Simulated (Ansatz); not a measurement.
Molybdenum dichloride dioxide (`[O]=[Mo](=[O])([Cl])[Cl]`). Charge 0, multiplicity 1. Mo takes the def2 core potential.

Cartesian coordinates in Å:
```
O -0.5714 0.8050 -1.4191
Mo -0.1001 0.0162 -0.0331
O -1.4907 -0.4719 0.7373
Cl 1.1293 -1.7792 -0.5721
Cl 1.0329 1.4300 1.2870
```

Question: List the harmonic frequencies (cm⁻¹, unscaled) at PBE0-D4/def2-TZVP in Ansatz. (Estimate.)

Answer: The calculation gave: 119, 181, 213, 244, 352, 450, 465, 1051, 1084.

Question: Is this a minimum?

Answer: Yes, all 9 modes are real.

Question: Give the ideal-gas thermochemistry at 298.15 K and 1 bar (rigid rotor, harmonic oscillator; point group C2v, symmetry number 2).

Answer: Zero-point energy 24.9 kJ/mol; H(298) − E = 43.3 kJ/mol; entropy 338.1 J/(mol·K), of which translation 174.9, rotation 112.8, vibration 50.5; G(298) − E = -57.5 kJ/mol.

Question: And at 400, 500, 600, 800 and 1000 K?

Answer: 
| T (K) | H − E (kJ/mol) | S (J/mol/K) | G − E (kJ/mol) |
| --- | --- | --- | --- |
| 400 | 52.3 | 364.0 | -93.3 |
| 500 | 61.7 | 384.9 | -130.8 |
| 600 | 71.4 | 402.6 | -170.2 |
| 800 | 91.6 | 431.6 | -253.7 |
| 1000 | 112.2 | 454.6 | -342.4 |
